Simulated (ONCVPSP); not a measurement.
Co: one change to an ONCV potential, before and after

- Element: Co (Z = 27)
- Generator: ONCVPSP 4.0.1
- Type: optimised norm-conserving Vanderbilt (ONCV)
- Functional: PBE
- Relativity: scalar-relativistic
- Frozen core: [Ne]
- Valence charge: 17
- Reference configuration: 3s2 3p6 3d7.5 4s1.5
- Partial waves: 3s+4s: rc 1.05 bohr, ncon 4, nbas 8, qcut 13.5 1/bohr, 2 projectors; 3p: rc 1.20 bohr, ncon 5, nbas 9, qcut 13.8 1/bohr, 2 projectors, debl 4 Ha; 3d: rc 0.95 bohr, ncon 4, nbas 8, qcut 18 1/bohr, local
- Local potential: the d channel
- Core correction: none

Change: all radii scaled by about 1.20 (s 1.26, p 1.44, d 1.14 bohr).

Cutoffs: the cutoffs (Ha) at which the residual kinetic energy of the hardest occupied pseudo-wave falls to 1 and 0.1 mHa per electron; they do not see the model core or the augmentation charge, which bear on the density cutoff. Errors are all-electron minus pseudo energies relative to the spin-unpolarised reference configuration.

Question: Predict the effect on cutoff, ghosts and configuration errors.

Answer: The potential gets softer (111 Ha and 128 Ha → 87 Ha and 100 Ha); a bound ghost appears in s, which as a rule spoils a file; of the 4 tests that both files solve, the error grows in 2 and shrinks in 0 by more than 15 % and 0.3 meV (median size 0.5 → 1.2 meV). A larger radius leaves more room for a smooth pseudo-wave, so fewer plane waves are needed.

```csv
quantity,base,changed
"cutoff, loose",111 Ha,87 Ha
"cutoff, tight",128 Ha,100 Ha
loose cutoff by channel,"s 58 Ha, p 35 Ha, d 111 Ha","s 50 Ha, p 34 Ha, d 87 Ha"
bound ghosts,none,s
GHOST(+) flags under 300 eV,none,none
"error for 3s2 3p6 3d7 4s2, meV [ΔE 0.96 eV]",+0.4,-0.3
"error for 3s2 3p6 3d7 4s1, meV [ΔE 9.99 eV]",-0.6,-1.7
"error for 3s2 3p6 3d7 4s0, meV [ΔE 26.78 eV]",-1.7,-3.1
"error for 3s2 3p6 3d7 4s1 4p1, meV [ΔE 5.31 eV]",-0.3,-0.6
```

 A true bound ghost makes a file unfit for plane-wave use even where its test errors are small: the radial tests pick states by their node count and pass the ghost by.
